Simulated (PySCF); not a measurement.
# Dipole response of Al⁺ (aluminium, charge +1)

[Ne] 3s2, closed-shell 1S. Calculation: PySCF 2.14, in ANO-RCC-VTZP (5s4p2d1f, 34 functions); the spin-free X2C one-electron Hamiltonian (Gaussian nucleus). Coupled (time-dependent) response in atomic units; α is the mean over directions. The basis has no added diffuse functions, which lowers α and C₆.

```json
{"method": "UHF", "mean α (bohr³)": "26.22", "C₆ (like pair)": "138.1", "S(−4)": "373.7"}
{"method": "PBE", "mean α (bohr³)": "24.07", "C₆ (like pair)": "120.4", "S(−4)": "321.1"}
{"method": "PBE0", "mean α (bohr³)": "24.60", "C₆ (like pair)": "124.8", "S(−4)": "333.8"}
{"method": "wB97X", "mean α (bohr³)": "24.34", "C₆ (like pair)": "122.9", "S(−4)": "326.1"}
{"method": "TPSSh", "mean α (bohr³)": "25.45", "C₆ (like pair)": "132.5", "S(−4)": "350.2"}
```

S(−4) is the Cauchy moment in α(ω) = α(0) + S(−4) ω² + …

α(iu) at wB97X:

```json
{"u (hartree)": "0", "α(iu) (bohr³)": "24.34"}
{"u (hartree)": "0.0500", "α(iu) (bohr³)": "23.55"}
{"u (hartree)": "0.100", "α(iu) (bohr³)": "21.47"}
{"u (hartree)": "0.200", "α(iu) (bohr³)": "15.87"}
{"u (hartree)": "0.300", "α(iu) (bohr³)": "11.10"}
{"u (hartree)": "0.500", "α(iu) (bohr³)": "5.717"}
{"u (hartree)": "0.750", "α(iu) (bohr³)": "3.007"}
{"u (hartree)": "1.00", "α(iu) (bohr³)": "1.860"}
{"u (hartree)": "1.50", "α(iu) (bohr³)": "0.9558"}
{"u (hartree)": "2.00", "α(iu) (bohr³)": "0.6145"}
{"u (hartree)": "3.00", "α(iu) (bohr³)": "0.3504"}
{"u (hartree)": "5.00", "α(iu) (bohr³)": "0.1871"}
```

A single London oscillator, α(iu) = α/(1 + u²/ω²), gives C₆ = (3/4) ω α². Matching the computed C₆ needs ω = 4 × 122.9 / (3 × 24.34²) = 0.277 hartree.

For an ion, C₆ is the dispersion term alone; charge-induced terms of lower order in 1/R come first.
